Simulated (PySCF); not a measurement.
# Electronic absorption of C4H5N3OS

C4H5N3OS.
Atom-mapped SMILES: `[CH3:1][S:2][c:3]1[nH:4][n:5][n:6][c:7]1[CH:8]=[O:9]` (hydrogens: H10, H11, H12 on C1; H13 on N4; H14 on C8)

Computed with TDDFT CAM-B3LYP/def2-SVPD, vertical, gas phase, core orbitals frozen in the response (PySCF). Geometry: GFN2-xTB, one conformer, isolated molecule.

```json
{"state": "S1", "E (eV)": "4.06", "λ (nm)": "305.6", "f": "0.0023", "|μ| (D)": "0.39", "main configurations (H = HOMO, L = LUMO)": "H-1→L (78%), H-2→L (9%)"}
{"state": "S2", "E (eV)": "4.65", "λ (nm)": "266.9", "f": "0.147", "|μ| (D)": "2.89", "main configurations (H = HOMO, L = LUMO)": "H→L (90%)"}
{"state": "S3", "E (eV)": "5.44", "λ (nm)": "227.7", "f": "0.013", "|μ| (D)": "0.79", "main configurations (H = HOMO, L = LUMO)": "H-2→L (80%), H-1→L (10%)"}
{"state": "S4", "E (eV)": "5.65", "λ (nm)": "219.4", "f": "0.019", "|μ| (D)": "0.94", "main configurations (H = HOMO, L = LUMO)": "H→L+2 (41%), H→L+1 (30%), H→L+8 (9%)"}
{"state": "S5", "E (eV)": "5.73", "λ (nm)": "216.4", "f": "0.018", "|μ| (D)": "0.91", "main configurations (H = HOMO, L = LUMO)": "H-2→L+1 (31%), H-2→L+2 (18%), H→L+1 (15%)"}
{"state": "S6", "E (eV)": "6.10", "λ (nm)": "203.1", "f": "0.040", "|μ| (D)": "1.32", "main configurations (H = HOMO, L = LUMO)": "H→L+1 (36%), H→L+2 (20%), H-3→L (13%)"}
{"state": "S7", "E (eV)": "6.33", "λ (nm)": "195.8", "f": "0.020", "|μ| (D)": "0.91", "main configurations (H = HOMO, L = LUMO)": "H→L+3 (79%), H→L+2 (11%)"}
{"state": "S8", "E (eV)": "6.38", "λ (nm)": "194.2", "f": "0.189", "|μ| (D)": "2.79", "main configurations (H = HOMO, L = LUMO)": "H-3→L (78%)"}
```

Triplets (Tamm–Dancoff): T1 3.51 eV, H-1→L (42%), H→L (37%), H-2→L (9%); T2 3.61 eV, H→L (49%), H-1→L (37%); T3 4.56 eV, H→L+1 (25%), H-2→L+1 (20%), H→L+2 (13%).

The lowest singlet lies at 4.06 eV (306 nm, ultraviolet) and is very weak; its leading configuration is HOMO-1→LUMO (78%). The strongest level in the table is S8 at 6.38 eV (194 nm, f = 0.189). It is the last of those listed, so stronger ones may follow. Löwdin shares by element: HOMO sulfur 43%, carbon 22% or more, nitrogen 11% or more (atoms not listed hold the other 24%); LUMO carbon 52% or more, oxygen 21% (atoms not listed hold the other 27%). The oscillator strengths of these states sum to 0.448; summed over the whole spectrum of an exact calculation they would give the number of electrons, 74 (Thomas–Reiche–Kuhn). Weighted by f, the mean energy of these states is 5.69 eV. Of the 8 states listed, 7 reach f = 0.01 and none stays under 0.0005. Singlets were solved by full linear response, triplets in the Tamm–Dancoff approximation.
